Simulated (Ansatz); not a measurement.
C2H7GeN, SMILES `C=[C](N)[GeH3]`, 11 atoms. Total charge 0; spin multiplicity 1. Correlated methods include outer-core shells of Ge, which these sets cover unevenly. Scalar relativity is left out up to krypton. All runs use 4 threads of an AMD EPYC 9R14 on a shared host. Correlated methods freeze the cores.

(1) Give the basis size and wall time and peak host memory of each of these runs in Ansatz. RKS PBE0-D4/def2-TZVP relaxation (10 steps); RKS PBE0-D4/def2-SVP energy; RKS HSE06 (plane-wave form)-D4/def2-TZVPP energy; direct RPA on PBE orbitals/def2-TZVPP energy; RHF-MP2/def2-QZVPP energy; RKS ωB97M-V/def2-QZVPP energy; RHF-CCSD(T)/def2-TZVPP energy; RKS PBE0-D4/def2-QZVPP energy; RKS ωB97X-V/def2-TZVPP energy; RKS ωB97M-V/def2-SVP energy; RHF-CCSD(T)/def2-SVP energy; RKS B3LYP-D4/def2-TZVPP energy and forces. (An estimate is asked.)

Results:

(1) Ansatz gave: Other jobs shared the machine, so times are rough.

| level | job | functions | wall time | peak host memory (GiB) |
| --- | --- | --- | --- | --- |
| RKS PBE0-D4/def2-SVP | energy | 109 | 0.95 s | 0.43 |
| RKS HSE06 (plane-wave form)-D4/def2-TZVPP | energy | 239 | 2 s | 0.63 |
| RKS ωB97M-V/def2-SVP | energy | 109 | 2.6 s | 0.43 |
| RKS B3LYP-D4/def2-TZVPP | energy and forces | 239 | 2.9 s | 0.67 |
| direct RPA on PBE orbitals/def2-TZVPP | energy | 239 | 3.4 s | 0.63 |
| RKS ωB97X-V/def2-TZVPP | energy | 239 | 4.2 s | 0.73 |
| RHF-CCSD(T)/def2-SVP | energy | 109 | 4.3 s | 0.55 |
| RKS PBE0-D4/def2-QZVPP | energy | 470 | 5 s | 1.7 |
| RKS ωB97M-V/def2-QZVPP | energy | 470 | 11 s | 2 |
| RHF-MP2/def2-QZVPP | energy | 470 | 14 s | 2.9 |
| RKS PBE0-D4/def2-TZVP | relaxation (10 steps) | 183 | 20 s | 0.48 |
| RHF-CCSD(T)/def2-TZVPP | energy | 239 | 85 s | 4.7 |

B3LYP here is the variant with VWN-RPA as its local correlation; programs differ in this.
